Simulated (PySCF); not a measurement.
Compound: Zr(CH2SiMe3)F3, C4H11F3SiZr (singlet state).
Geometry (PBE0-D3(BJ)/def2-SVP, Å), atoms numbered from 1 in this order:
```xyz
20
C4H11F3SiZr angstrom
Zr    -1.293   -0.059   -2.518
C     -1.127   -0.825   -0.479
Si     0.228   -0.038    0.579
C     -0.197    1.771    0.929
C      0.365   -0.935    2.231
C      1.871   -0.182   -0.336
H     -2.104   -0.686    0.024
H     -0.936   -1.914   -0.546
H      0.727    2.361    1.035
H     -0.743    1.853    1.882
H     -0.799    2.241    0.136
H     -0.579   -0.858    2.792
H      0.608   -2.001    2.096
H      1.161   -0.488    2.849
H      2.023   -1.201   -0.730
H      1.934    0.523   -1.179
H      2.718    0.025    0.337
F     -0.121    1.445   -2.577
F     -3.124    0.420   -2.709
F     -0.751   -1.438   -3.716
```

Theory: TDDFT wB97X-D/def2-SVPD, vertical, gas phase, core orbitals frozen in the response, def2 core potentials past Kr (PySCF). Spin–orbit coupling is left out. The geometry optimisation had not met its thresholds, so the values belong to a structure short of the stationary point.

Kohn–Sham orbitals with the atoms that hold most of them (Löwdin shares over 4%, at most four atoms; ? is withheld):

```tsv
orbital	ε (eV)	atoms
HOMO-3	-11.28	C2 30%, C5 15%, Si3 12%, Zr1 8%
HOMO-2	-10.51	C6 31%, Si3 20%, C4 20%, H15 4%
HOMO-1	-10.46	C4 21%, Si3 20%, C2 19%, C5 10%
HOMO	?	?
LUMO	0.56	?
LUMO+1	0.60	Zr1 70%, C2 7%, F18 7%, F19 7%
LUMO+2	1.15	Zr1 68%, F20 4%
```

(1) Give the leading atoms of the HOMO.

(2) Give the leading atoms of the LUMO.

(3) What is the HOMO energy, and the HOMO–LUMO gap?

## Answers

(1) C2 (bonded to Si, Zr and 2 H) 36%; C5 (bonded to Si and 3 H) 17%; Zr1 (bonded to C and 3 F) 17%; Si3 (bonded to 4 C) 11%. By element: carbon 54% or more, zirconium 17%, silicon 11%.

(2) Zr1 (bonded to C and 3 F) 71%; F20 (bonded to Zr) 7%; C2 (bonded to Si, Zr and 2 H) 7%; F18 (bonded to Zr) 5%. By element: zirconium 71%, fluorine 13% or more, carbon 7% or more.

(3) ε(HOMO) = -9.67 eV; the gap is 10.22 eV (0.3756 hartree).

Q: The HOMO–LUMO gap is 10.22 eV. Where does the response calculation put the lowest singlet, and from which orbitals?

A: S1 is at 5.18 eV (f = 0.0024), 5.04 eV below the gap, made of HOMO→LUMO (80%). 

Q: Give energy, strength and leading configuration of S1 and S2, and follow the Löwdin shares of the leading atoms from the occupied to the empty orbital.

A: 
- S1 (5.18 eV, f 0.0024), HOMO→LUMO (80%): C2 36% → 7%, C5 17% → at most 6%, Zr1 17% → 71%, F20 at most 11% → 7%; the Löwdin share of zirconium is 17% in HOMO and 71% in LUMO
- S2 (5.25 eV, f 0.018), HOMO→LUMO+1 (80%): C2 36% → 7%, C5 17% → at most 7%, Zr1 17% → 70%; the Löwdin share of zirconium is 17% in HOMO and 70% in LUMO+1

Löwdin shares depend on the basis, the more so with diffuse functions.
